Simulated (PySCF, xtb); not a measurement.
trifluoroacetic acid (C2HF3O2), SMILES C(F)(F)(F)C(=O)O.

GFN2-xTB in xtb at its own geometry gives an orbital gap of 4.79 eV and a dipole moment of 3.52 D.

The structure is a stationary point at PBE-D3(BJ)/def2-SVP. The values are those of a single conformer.

### Question
What does PySCF with PBE/def2-TZVP give? (Estimate from the structure and the level; the computed values follow.)

### Answer
gap 5.08 eV (levels -7.48 and -2.40 eV), dipole 2.14 D.
